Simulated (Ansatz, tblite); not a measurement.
Cost and result up the ladder for (OH)3Si-NH-SiH3 (Si2NO3H7) (13 atoms). Charge 0, multiplicity 1. Geometry: PBE0-D4/def2-SVP.

```xyz
13

Si    0.1600   -0.0495    1.0329
O     0.8777   -1.4452    0.4959
O     1.3856    0.8273    1.7098
O    -0.9764   -0.2216    2.2147
N    -0.6465    0.6326   -0.3214
Si   -0.3872    0.2224   -1.9939
H     0.2995   -2.1037    0.0991
H     2.2495    0.7279    1.2995
H    -0.6261   -0.2250    3.1108
H    -1.3702    1.3176   -0.1265
H    -0.7297   -1.2066   -2.2898
H    -1.2701    1.0992   -2.8193
H     1.0339    0.4246   -2.4118
```

Ansatz on 2 threads of AMD EPYC 7R13 on a shared host; xTB runs through tblite on one thread. Times are rough, summed over both states, and most runs start from the orbitals of an earlier one. PBE0-D4/def2-TZVP serves as the yardstick here, not as an exact answer. The other state is a triplet.

The xTB rows come from tblite.

xTB has no spin-polarisation term.

| level | functions | wall time |
| --- | --- | --- |
| GFN2-xTB | 41 | 0.015 s |
| GFN1-xTB | 48 | 0.018 s |
| PBE-D4/def2-TZVP | 240 | 9.9 s |
| PBE0-D4/def2-TZVP | 240 | 17 s |
| r2SCAN-D4/def2-TZVP | 240 | 19 s |

(1) Estimate what each level gives for the vertical triplet (eV).

Answers

(1) 
```csv
level,vertical triplet (eV),difference from PBE0-D4/def2-TZVP (eV)
GFN2-xTB,6.23,0.14
GFN1-xTB,6.72,0.62
PBE-D4/def2-TZVP,5.62,-0.47
PBE0-D4/def2-TZVP,6.09,0.00
r2SCAN-D4/def2-TZVP,5.91,-0.18
```
